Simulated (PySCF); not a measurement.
A GIAO shielding run with PySCF 2.14 (density fitting, non-relativistic, gas phase) on SMILES CC[C@@]1([SiH3])CCCSC1, C₇H₁₆SSi:

```
$ OMP_NUM_THREADS=1 python probes_run.py task.json out

{"job": {"kind": "nmr", "xc": "PBE0", "basis": "pcSseg-1"}, "charge": 0, "multiplicity": 1}
C     -1.824266    -0.907884    -1.404605
C     -0.688385     0.104127    -1.338404
C     -0.274953     0.525665     0.079995
Si    -1.699059     1.476586     0.958200
C      0.130832    -0.665982     0.960811
C      1.324722    -1.467800     0.440306
C      2.583771    -0.621739     0.364410
S      2.376246     0.745232    -0.817148
C      0.907194     1.485436    -0.028688
H     -1.539475    -1.853121    -0.949031
H     -2.082077    -1.102783    -2.443760
H     -2.711454    -0.532615    -0.898748
H     -0.987974     1.003903    -1.883775
H      0.179729    -0.302546    -1.863601
H     -2.713609     0.536030     1.432573
H     -1.143007     2.179370     2.116466
H     -2.276691     2.438530     0.021788
H      0.383761    -0.286967     1.956830
H     -0.720585    -1.337931     1.081741
H      1.105302    -1.877393    -0.546807
H      1.508823    -2.308130     1.116350
H      2.828020    -0.188740     1.336899
H      3.434116    -1.200747     0.006592
H      0.662891     2.350195    -0.645363
H      1.225193     1.833450     0.956103
```

Hardware: 1 thread of an Arm Neoverse V1, shared host. The job also computes population analyses, field gradients, ring-centre shieldings.

(1) How large is the calculation?

(2) How long does it take, and how much memory does it need?

Answers

(1) 88 electrons, 247 basis functions and 1323 auxiliary functions.

(2) 73 s of wall time, with 14 SCF cycles and 4 response iterations; peak memory 1.1 GiB. Times on a shared host scatter by some tens of per cent.
